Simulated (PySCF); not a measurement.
# Continuum solvent and chemical shifts

Numbering as in the mapped SMILES `[SH:1][SiH:2]([Cl:3])[Cl:4]` (H(Xn): hydrogen on atom n).

GIAO PBE0/pcSseg-1 in PySCF on one PBE0-D3(BJ)/def2-SVP conformer, non-relativistic, equivalent nuclei averaged. Solvents enter as an IEF-PCM continuum (chloroform with ε = 4.7) around the gas-phase geometry. Shifts are referred to CS2, TMS computed in the same medium.

Gas phase, δ in ppm: S1 -140.8, Si2 29.4, H(Si2) 6.31, H(S1) 1.23. Dipole moment 2.01 D.

Question: How does each δ change in the continuum?

Answer: 
| atoms | environment | Δδ, chloroform |
| --- | --- | --- |
| S1 | sulfur bonded to Si, H | -10.0 |
| Si2 | silicon bonded to 2 Cl, S, H | +1.2 |
| H(Si2) | hydrogen on a silicon bonded to 2 Cl, S | +0.09 |
| H(S1) | hydrogen on a sulfur bonded to Si | +0.80 |

Changes are relative to the gas phase. The dipole moment becomes 2.55 D in chloroform.

Question: Which nuclei move most (in ppm), and what does the model miss?

Answer: S1 (sulfur bonded to Si, H, -10.0 ppm) in chloroform. A continuum only polarises the solute; specific hydrogen bonds, the anisotropy of aromatic solvents and changes of geometry or conformer are outside it.
